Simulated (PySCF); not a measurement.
Molfile (atoms numbered from 1):
```
C7H8
     RDKit          3D

 15 15  0  0  0  0  0  0  0  0999 V2000
   -3.0661    0.7250   -0.0423 C   0  0  0  0  0  0  0  0  0  0  0  0
   -1.7185    0.2149   -0.1747 C   0  0  0  0  0  0  0  0  0  0  0  0
   -0.6094   -0.2269   -0.2871 C   0  0  0  0  0  0  0  0  0  0  0  0
    0.7399   -0.7238   -0.4129 C   0  0  1  0  0  0  0  0  0  0  0  0
    1.7726    0.2730   -0.8962 C   0  0  0  0  0  0  0  0  0  0  0  0
    2.4855    0.2215    0.2227 C   0  0  0  0  0  0  0  0  0  0  0  0
    1.5790   -0.7650    0.9034 C   0  0  0  0  0  0  0  0  0  0  0  0
   -3.7459   -0.0814    0.2321 H   0  0  0  0  0  0  0  0  0  0  0  0
   -3.3956    1.1583   -0.9863 H   0  0  0  0  0  0  0  0  0  0  0  0
   -3.1005    1.4938    0.7293 H   0  0  0  0  0  0  0  0  0  0  0  0
    0.7388   -1.6705   -0.9613 H   0  0  0  0  0  0  0  0  0  0  0  0
    1.8500    0.8128   -1.8222 H   0  0  0  0  0  0  0  0  0  0  0  0
    3.3912    0.6943    0.5584 H   0  0  0  0  0  0  0  0  0  0  0  0
    1.0539   -0.3847    1.7782 H   0  0  0  0  0  0  0  0  0  0  0  0
    2.0208   -1.7331    1.1368 H   0  0  0  0  0  0  0  0  0  0  0  0
  1  2  1  0
  2  3  3  0
  3  4  1  0
  4  5  1  0
  5  6  2  0
  6  7  1  0
  7  4  1  0
  1  8  1  0
  1  9  1  0
  1 10  1  0
  4 11  1  6
  5 12  1  0
  6 13  1  0
  7 14  1  0
  7 15  1  0
M  END
```

Geometry: GFN2-xTB; GIAO absolute shieldings from PySCF 2.14, gas phase, non-relativistic, averaged over equivalent atoms.

At PBE0/pcSseg-0 (79 basis functions, 5.7 s wall time on 1 thread of an Arm Neoverse V1, shared host):
```csv
atoms,σ (ppm)
C5,42.9
C6,44.9
C3,107.6
C2,108.0
C7,153.4
C4,162.1
C1,189.8
H12,27.13
H13,27.20
H11,29.85
H15,30.20
H14,30.58
H8/H9/H10,31.31
```

**Question.** What do these become at PBE0/aug-cc-pVDZ?

**Answer.** 
```tsv
atoms	σ at PBE0/aug-cc-pVDZ	change
C5	58.5	+15.6
C6	60.6	+15.7
C3	119.1	+11.5
C2	120.0	+12.0
C7	158.0	+4.6
C4	162.4	+0.3
C1	192.6	+2.8
H12	25.42	-1.71
H13	25.36	-1.84
H11	28.13	-1.72
H15	28.87	-1.33
H14	29.31	-1.27
H8/H9/H10	29.80	-1.51
```

The largest change is at C6 (alkene CH). Cost: 233 basis functions, 36 s wall time on 1 thread of an Arm Neoverse V1, shared host. The order of the carbon signals is the same at both levels.
